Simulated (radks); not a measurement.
Values are calculated unless marked as measured or tabulated.
Q: All-electron atom: Te II in [Kr] 4d10 5s2 5p2.75 5d0.25 (fractional occupations, a model configuration). Level of theory: Dirac Kohn-Sham, PBE, spin-unpolarised, spherical densities, point nucleus; open shells fill j = l - 1/2 first (a radial shooting solver on a logarithmic mesh with Libxc functionals).

Spin-orbit splittings of the eigenvalues, e(l+1/2) - e(l-1/2), with zeta = 2 splitting/(2l+1) and mean radii in bohr:

| shell | occ. | splitting (eV) | zeta (eV) | <r> j=l-1/2 | <r> j=l+1/2 |
|---|---|---|---|---|---|
| 2p | 6 | ? | ? | 0.1008 | 0.1064 |
| 3p | 6 | 51.16 | 34.11 | 0.3122 | 0.3236 |
| 3d | 10 | 10.70 | 4.279 | 0.2947 | 0.2983 |
| 4p | 6 | 9.713 | 6.475 | 0.8015 | 0.8301 |
| 4d | 10 | 1.469 | 0.5878 | 0.9634 | 0.9755 |
| 5p | 2.75 | 0.9410 | 0.6273 | 2.404 | 2.501 |
| 5d | 0.25 | 0.04718 | 0.01887 | 4.528 | 4.580 |

Estimate the 2p splitting.

A: 274.5 eV (zeta = 183.0 eV).
